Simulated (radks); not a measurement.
Pd+, 45 electrons, occupied as [Kr] 4d9 (the NIST ground configuration). Calculated with a radial shooting solver on a logarithmic mesh with Libxc functionals: scalar-relativistic Kohn-Sham, PBE, spin-unpolarised, spherical densities, point nucleus.

Normalised radial functions P(r) = r R(r), r in bohr:

| r | 3p | 4p |
|---|---|---|
| 0.004779 | 0.0279 | 0.0113 |
| 0.005475 | 0.0354 | 0.0143 |
| 0.006273 | 0.0450 | 0.0182 |
| 0.00713 | 0.0562 | 0.0227 |
| 0.008168 | 0.0711 | 0.0288 |
| 0.009358 | 0.0896 | 0.0363 |
| 0.01072 | 0.1127 | 0.0456 |
| 0.01228 | 0.1411 | 0.0571 |
| 0.01396 | 0.1735 | 0.0702 |
| 0.01599 | 0.2151 | 0.0870 |
| 0.01832 | 0.2649 | 0.1071 |
| 0.02099 | 0.3238 | 0.1308 |
| 0.02405 | 0.3921 | 0.1583 |
| 0.02734 | 0.4651 | 0.1876 |
| 0.03132 | 0.5511 | 0.2220 |
| 0.03588 | 0.6436 | 0.2589 |
| 0.04111 | 0.7391 | 0.2967 |
| 0.0471 | 0.8317 | 0.3329 |
| 0.05353 | 0.9092 | 0.3624 |
| 0.06133 | 0.9711 | 0.3849 |
| 0.07026 | 0.9996 | 0.3927 |
| 0.0805 | 0.9804 | 0.3801 |
| 0.09223 | 0.8995 | 0.3410 |
| 0.1057 | 0.7451 | 0.2710 |
| 0.1201 | 0.5270 | 0.1749 |
| 0.1376 | 0.2199 | 0.0428 |
| 0.1576 | -0.1516 | -0.1127 |
| 0.1806 | -0.5614 | -0.2773 |
| 0.2069 | -0.9718 | -0.4305 |
| 0.2352 | -1.3179 | -0.5419 |
| 0.2694 | -1.5999 | -0.6006 |
| 0.3087 | -1.7576 | -0.5766 |
| 0.3536 | -1.7726 | -0.4581 |
| 0.4051 | -1.6501 | -0.2482 |
| 0.4605 | -1.4345 | 0.0150 |
| 0.5276 | -1.1417 | 0.3309 |
| 0.6044 | -0.8338 | 0.6399 |
| 0.6925 | -0.5556 | 0.8965 |
| 0.7933 | -0.3352 | 1.0633 |
| 0.9017 | -0.1884 | 1.1198 |
| 1.033 | -0.0908 | 1.0752 |
| 1.184 | -0.0382 | 0.9455 |
| 1.356 | -0.0139 | 0.7657 |
| 1.553 | -0.0043 | 0.5724 |
| 1.78 | -0.0011 | 0.3947 |
| 2.023 | -0.0002 | 0.2575 |
| 2.318 | 0.0000 | 0.1499 |
| 2.655 | 0.0000 | 0.0790 |
| 3.042 | 0.0000 | 0.0373 |
| 3.485 | 0.0000 | 0.0156 |
| 3.961 | 0.0000 | 0.0060 |
| 4.538 | 0.0000 | 0.0019 |
| 5.199 | 0.0000 | 0.0005 |

3p: eigenvalue -527.47 eV, 1 radial node at r = 0.149 bohr, <r> = 0.379 bohr, 90 % of the charge inside 0.570 bohr. 4p: eigenvalue -62.465 eV, 2 radial nodes at r = 0.143, 0.457 bohr, <r> = 1.04 bohr, 90 % of the charge inside 1.54 bohr.
